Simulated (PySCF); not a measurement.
## Working out the ionisation energy of In

In [Kr] 4d10 5s2 5p1 (2P) → In+ [Kr] 4d10 5s2 (1S). All numbers are calculated (PySCF 2.14, scalar relativity through the core potential, in aug-cc-pVDZ-PP with ECP28MDF (5s4p3d, 32 functions)). Frozen: 4s2 4p6 4d10. Energies in hartree (1 hartree = 27.21139 eV):

| part | In (lower) | In+ (upper) |
| --- | --- | --- |
| UHF | -189.205582 | -189.014357 |
| CCSD correlation | -0.038666 | -0.031651 |
| (T) | -0.000481 | 0.000000 |

Task: What does Hartree-Fock give?

Result: (-189.014357) − (-189.205582) = 0.191225 hartree = 5.203 eV.

Task: What do CCSD and CCSD(T) give?

Result: The CCSD correlation energies differ by 0.007015 hartree = 0.191 eV and the triples by 0.000481 hartree = 0.013 eV, so CCSD gives 5.394 eV and CCSD(T) 5.407 eV.

Measured between the centres of the two terms (NIST): 5.603 eV, so CCSD(T) (valence) is off by -0.196 eV.

A double-zeta basis recovers only part of the correlation energy.

What remains against the reference includes basis incompleteness, the frozen core and higher excitations.
